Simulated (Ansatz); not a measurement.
CH5BFNSi can be A, `C[Si]1(F)BN1`, or B, `BN1[SiH2]C1F`.

Program: Ansatz. Geometries: PBE0-D4/def2-TZVP. ΔE: electronic, gas phase. CCSD(T)/CBS is the MP2 limit (def2-TZVPP, def2-QZVPP) plus CCSD(T) − MP2 in def2-TZVPP, frozen cores. Functionals use def2-TZVPP. B3LYP here is the variant with VWN-RPA as its local correlation; programs differ in this.

A:

Z-matrix (Å, degrees):
```
C
Si 1 1.852
H 1 1.091 2 110.3
H 1 1.092 2 110.6 3 -120.1
H 1 1.093 2 110.5 3 120.6
F 2 1.604 1 105.8 3 -176.7
B 2 1.908 1 131.9 3 6.2
N 2 1.732 1 118.1 3 -46.8
H 7 1.188 2 164.9 1 94.1
H 8 1.011 2 150.8 1 -60.2
```

B:

```xyz
10

B     1.213    0.235    1.212
N     0.180    0.000    0.301
Si   -1.328   -0.633   -0.245
C    -0.059    0.450   -1.053
F     0.801   -0.075   -1.981
H     1.147   -0.265    2.297
H     2.130    0.932    0.888
H    -2.567   -0.102    0.365
H    -1.386   -2.068   -0.589
H    -0.130    1.526   -1.195
```

(1) Which is lower in electronic energy at CCSD(T)/CBS, and by how much? (Best estimate.)

(2) Give E(B) − E(A) in kcal/mol with CCSD/def2-TZVPP, PBE0-D4, PBE-D4, MP2/def2-TZVPP, CCSD(T)/def2-TZVPP, B3LYP, B3LYP-D4. (Estimate.)

Largest T1 diagnostic: 0.014.

Answers

(1) Computed: A, by 72.1 kcal/mol.

(2) Ansatz gave: CCSD/def2-TZVPP 70.4, PBE0-D4 69.3, PBE-D4 67.4, MP2/def2-TZVPP 72.6, CCSD(T)/def2-TZVPP 70.4, B3LYP 67.7, B3LYP-D4 67.5. None reverses the order clearly.

In def2-TZVPP, CCSD(T) changes the Hartree–Fock value by +3.5 kcal/mol (the triples alone add −0.0 kcal/mol) and MP2 by +5.7 kcal/mol. From PBE to PBE0 (25 % exact exchange), in def2-TZVPP and without D4, E(B) − E(A) moves by +1.9 kcal/mol.
